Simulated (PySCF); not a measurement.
F4Sb (SMILES [F][Sb+]([F])([F])[F]), charge +1, singlet, geometry from GFN2-xTB (core potentials on Sb).

Input for PySCF:
```python
from pyscf import gto, scf, dft

mol = gto.M(
    atom='''
Sb    0.00000000    0.00000000    0.00000000
F     1.78716823   -0.30357238   -0.62788667
F    -0.08155754    0.81022628    1.73702329
F    -0.73508024    1.12801739   -1.36660234
F    -0.97053045   -1.63467128    0.25746573
''',
    basis='def2-tzvp',
    ecp={'Sb': 'def2-tzvp'},
    charge=1,
    verbose=5,
)

mf = dft.RKS(mol)
mf.xc = 'b3lyp'
mf = mf.density_fit(auxbasis='def2-universal-jkfit')
mf.kernel()
```

Question: Estimate the HOMO-LUMO gap that DF-B3LYP/def2-TZVP (PySCF) returns for this input.

Answer: 5.97 eV

Question: What is the computed Mulliken (on the basis functions themselves) charges in atom order (DF-B3LYP/def2-TZVP)?

Answer: Sb1 1.97, F2 -0.24, F3 -0.24, F4 -0.24, F5 -0.24

Question: What is the computed nuclear repulsion energy (DF-B3LYP/def2-TZVP)?

Answer: 310.6114 Eh

Question: What is the computed total energy (DF-B3LYP/def2-TZVP)?

Answer: -639.5463 Eh

Question: Estimate the HOMO energy that DF-B3LYP/def2-TZVP returns for this input.

Answer: -19.11 eV

Question: Give the number of basis functions at the level DF-B3LYP/def2-TZVP.

Answer: 174
